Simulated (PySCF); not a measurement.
K(OH) (HKO), SMILES [OH][K].

Coordinates come from a PBE-D3(BJ)/def2-TZVPD optimisation. The isomer is the one that the SMILES or the coordinates give; other isomers of the formula were not compared.

All values below come from TDA-CAM-B3LYP/def2-TZVPD in PySCF.

Vertical excitations; the highest root listed may be one member of a degenerate set. The molecule is in vacuum. State labels are in the subgroup C2v.

Computed UV-visible absorptions:
```
state  symmetry  energy (eV)  λ (nm)      f                                      main pairs
-----  --------  -----------  ------  -----  ----------------------------------------------
S1           B1         3.47     357  0.016                      HOMO→LUMO (degenerate set)
S2           B2         3.47     357  0.016                    HOMO−1→LUMO (degenerate set)
S3           A2         4.81     258  0.000     HOMO→LUMO+2, HOMO−1→LUMO+1 (degenerate set)
S4           A1         4.81     258  0.000     HOMO→LUMO+1, HOMO−1→LUMO+2 (degenerate set)
S5           A2         4.83     257  0.000            HOMO−1→LUMO+1 46 %, HOMO→LUMO+2 46 %
S6           B1         4.85     255  0.047                    HOMO→LUMO+3 (degenerate set)
S7           B2         4.85     255  0.047                  HOMO−1→LUMO+3 (degenerate set)
S8           A1         4.95     251  0.002            HOMO−1→LUMO+2 47 %, HOMO→LUMO+1 47 %
S9           B1         5.90     210  0.000       HOMO→LUMO+4, HOMO→LUMO+7 (degenerate set)
S10          B2         5.90     210  0.000   HOMO−1→LUMO+4, HOMO−1→LUMO+7 (degenerate set)
T1           B1         3.42     363      0                      HOMO→LUMO (degenerate set)
T2           B2         3.42     363      0                    HOMO−1→LUMO (degenerate set)
T3           B1         4.75     261      0      HOMO→LUMO+3, HOMO→LUMO+10 (degenerate set)
T4           B2         4.75     261      0  HOMO−1→LUMO+3, HOMO−1→LUMO+10 (degenerate set)
```
Triplets are in the Tamm–Dancoff approximation.
